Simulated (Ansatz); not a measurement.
Consider the isomerisation: `ClC1C[SiH2]O1` → `C[Si]1(Cl)CO1`.

Computed with Ansatz on PBE0-D4/def2-TZVP structures; ΔE is electronic, products minus reactants. CCSD(T)/CBS adds triple-zeta CCSD(T) − MP2 to the extrapolated MP2 energy (def2 sets, frozen cores). Functionals use def2-TZVPP.

CCSD(T)/CBS gives -110.7 kJ/mol.

Q: Another level gave -119.5 kJ/mol. Which?
A. HF/def2-TZVPP
B. CCSD(T)/def2-TZVPP
C. MP2/def2-TZVPP
D. r2SCAN-D4/def2-TZVPP

A: D. r2SCAN-D4 -119.5, CCSD(T)/def2-TZVPP -107.3, MP2/def2-TZVPP -112.6, HF/def2-TZVPP -100.3 kJ/mol.

Largest T1 diagnostic among the species: 0.012.

In def2-TZVPP, CCSD(T) changes the Hartree–Fock value by −7.0 kJ/mol (the triples alone add −0.5 kJ/mol) and MP2 by −12.4 kJ/mol. From PBE to PBE0 (25 % exact exchange), in def2-TZVPP and without D4, ΔE moves by +3.8 kJ/mol.

CCSD(T)/CBS has its own doubt, a few kJ/mol and more with outer-core shells, so smaller differences from it don't rank the levels.
